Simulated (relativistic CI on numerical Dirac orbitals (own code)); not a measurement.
## Spin-allowed bands of a d2 ion in an octahedral site, by hand

Problem. Take Δ = 14200 cm⁻¹ and B = 820 cm⁻¹ for a d2 ion in an octahedral site. Calculate the three spin-allowed bands.

Working.
1. The terms of highest spin are 3F (energy 0) and 3P (15B = 12300 cm⁻¹). Here the F term splits into A2 at +1.2Δ = 17040, T2 at +0.2Δ = 2840 and T1 at −0.6Δ = -8520 cm⁻¹.
2. The two T1 states mix through the element 0.4Δ: H = [[-8520, 5680], [5680, 12300]], with roots ½(H₁₁ + H₂₂) ∓ ½√[(H₂₂ − H₁₁)² + 4H₁₂²] = ½(3780) ∓ ½(23718) = -9969 and 13749 cm⁻¹.
3. The ground term is 3T1 at -9969 cm⁻¹.
4. Bands: 3T2 12809 cm⁻¹ (781 nm), 3T1(P) 23718 cm⁻¹ (422 nm), 3A2 27009 cm⁻¹ (370 nm).

Check. Exact diagonalisation of the whole d2 shell with these parameters gives 3T2 12809, 3T1 23718, 3A2 27009 cm⁻¹. The match is exact, since without spin-orbit coupling no other term has this spin. The ratio of the second band to the first, 1.852, depends on Δ/B = 17.3 alone, which is how a Tanabe-Sugano diagram is read.
